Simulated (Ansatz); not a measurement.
Input for Ansatz (a program for electronic structure): R-CCSD(T)/cc-pVTZ on GeH2O (SMILES [OH][GeH]), a point of a torsion scan. The run froze 15 orbitals, filled d shells among them.

Ansatz 0.2 input:
```yaml
crystal:
  periodic: [false, false, false]
  atoms:
    - {symbol: O, position_ang: [-0.87750057, 0.17581219, 0.21675112]}
    - {symbol: Ge, position_ang: [0.69981687, 0.82094966, -0.17245981]}
    - {symbol: H, position_ang: [-1.49114784, -0.45215646, -0.15278116]}
    - {symbol: H, position_ang: [1.59928865, -0.63762805, -0.15934154]}
basis:
  gaussian:
    orbitals: cc-pVTZ
magnetization: {spin_polarized: false}
correlation: {method: ccsd_t, electrons: outside_noble_gas}
scf: {lower_state_search: off}
```

The log:

```
WARN ansatz: RAYON_NUM_THREADS=1 ignored (pool sized by the plan → 1); use --threads N
Functional definition: HF
these checks for a lower state are left out or cut short: stability, starts, cluster_reference, orbital_swaps, neighbouring_geometries, increment
integrals: 0.11 GiB planned
621 factors; integrals over basis functions are off by at most 7.8e-4 eV
mean field: 0.21 GiB planned
mean field evaluation 1: about -58541.2985 eV, gradient 3.7e1 eV
mean field evaluation 2: about -58541.3410 eV, gradient 3.7e1 eV
mean field evaluation 4: about -58543.8092 eV, gradient 2.0e0 eV
mean field evaluation 8: about -58543.8336 eV, gradient 1.3e-1 eV
mean field -58543.83381616 eV, -2151.4462103080 hartree, gradient 3.0e-6 eV, S^2 0.000000; 0 other end points of the search recorded, 0 dependent functions left out
15 core orbitals not correlated
reference -58543.83381616 eV, -2151.4462103080 hartree; 6, 6 occupied and 80, 80 virtual orbitals, 621 factors
second order -9.32533871 eV of doubles, -0.00000000 eV of singles
coupled cluster: 0.23 GiB planned
cycle   1  -9.44987459 eV  change   -1.2e-1 eV  update   8.3e-2
cycle   2  -9.73172309 eV  change   -2.8e-1 eV  update   3.0e-2
cycle   3  -9.81912371 eV  change   -8.7e-2 eV  update   1.8e-2
cycle   4  -9.80615959 eV  change    1.3e-2 eV  update   4.9e-3
cycle   5  -9.80637515 eV  change   -2.2e-4 eV  update   2.5e-3
cycle   6  -9.80713309 eV  change   -7.6e-4 eV  update   1.0e-3
cycle   7  -9.80652350 eV  change    6.1e-4 eV  update   5.5e-4
cycle   8  -9.80664799 eV  change   -1.2e-4 eV  update   2.5e-4
cycle   9  -9.80676953 eV  change   -1.2e-4 eV  update   1.1e-4
cycle  10  -9.80668984 eV  change    8.0e-5 eV  update   5.2e-5
cycle  11  -9.80672761 eV  change   -3.8e-5 eV  update   2.3e-5
cycle  12  -9.80672585 eV  change    1.8e-6 eV  update   7.3e-6
perturbative correction -0.34801186 eV, -0.0127891998 hartree
Total energy: -58553.98855386 eV, -2151.8193900356 hartree
Checks for a lower state left out: stability, starts, cluster_reference, orbital_swaps, neighbouring_geometries, increment
```

The run converged.

Cost: around 3 core-seconds (rough).
